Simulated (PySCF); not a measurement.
Work out the structure from these simulated measurements.

Elements present: B, C, F, H and N. Monoisotopic mass: 111.0656 u.

| Item | Value |
| --- | --- |
| UV, first state | lowest singlet excitation: 4.80 eV (258 nm, f = 0.104) [TDDFT wB97X-D/def2-SVPD] |
| 1H NMR | chemical shifts (computed TMS as zero) by class: 8.50 (2 H), 7.40 (1 H), 7.14 (2 H), 4.41 (2 H) ppm [GIAO KT2/pcSseg-1] |
| Dipole | 7.09 D [wB97X-D/def2-SVPD] |
| Polarisability | 81.5 au [wB97X-D/def2-SVPD] |
| NMR, other nuclei | isotropic shieldings of nuclei other than C and H, by class: 100 (1 B), -21 (1 N), 382 (1 F) ppm [GIAO KT2/pcSseg-1] |
| Valence photoelectron | vertical ionisation energy: 9.46 eV [ΔSCF wB97X-D/def2-SVPD] |
| 13C NMR | chemical shifts (computed TMS as zero) by class: 137.4 (2 C), 130.5 (1 C), 120.0 (2 C) ppm [GIAO KT2/pcSseg-1] |
| Rotational structure | rotational constants A, B, C: 5.003, 1.480, 1.154 GHz [PBE0-D3(BJ)/def2-SVP] |
| Triplet | lowest triplet excitation (Tamm–Dancoff): 3.97 eV [TDA wB97X-D/def2-SVPD] |

Gas-phase values; electronic properties from PySCF, density fitting. Levels stand in brackets. One conformer (not necessarily the lowest) at the PBE0-D3(BJ)/def2-SVP geometry, without solvent, vibrations or thermal averaging. Each NMR value is the plain mean over a class of atoms that symmetry, rotation or inversion makes alike.

Problem. Which formula fits the mass and the elements?

Solution. C5H7BFN (calculated 111.0656). No other formula that holds each of these elements comes within 0.0003 u with a fitting electron parity and a possible valence count.

Problem. Propose a structure and show how it fits.

Solution. Numbering: `[F:1][BH2-:2][n+:3]1[cH:4][cH:5][cH:6][cH:7][cH:8]1`. 5 carbons fall into 3 classes; from least to most shielded: aromatic CH next to a ring nitrogen [C4/C8] (137.4 ppm, 2 C), aromatic CH carbon [C6] (130.5 ppm), aromatic CH carbon [C5/C7] (120.0 ppm, 2 C). Hydrogen classes from least to most shielded: 2 H on 2 like atoms (aromatic CH next to a ring nitrogen), C4/C8 (8.50 ppm), 1 H on an aromatic CH carbon, C6 (7.40 ppm), 2 H on 2 aromatic CH carbons, C5/C7 (7.14 ppm), 2 H on a four-coordinate boron, B2 (4.41 ppm). The other shieldings belong to: 100 ppm, four-coordinate boron [B2]; -21 ppm, nitrogen bonded to B and 2 C [N3]; 382 ppm, boron-bound fluorine [F1]. S1 is mainly HOMO→LUMO (weight 0.97); the largest Löwdin shares of the orbital it empties are 0.30 on the four-coordinate boron, 0.19 on a B–H hydrogen, 0.18 on a B–H hydrogen and 0.17 on the boron-bound fluorine, of the orbital it fills 0.24 on an aromatic CH carbon, 0.21 on the nitrogen bonded to B and 2 C, 0.12 on an aromatic CH next to a ring nitrogen and 0.11 on an aromatic CH carbon. By its constants the optimised geometry is an asymmetric top. Structure: `F[BH2-][N+]1=CC=CC=C1`. The assignments are read from this structure; whether some other isomer fits the data as well wasn't checked.

Conformer computed: `[F:1][BH2-:2][n+:3]1[cH:4][cH:5][cH:6][cH:7][cH:8]1`: F1–B2–N3–C4 4°.
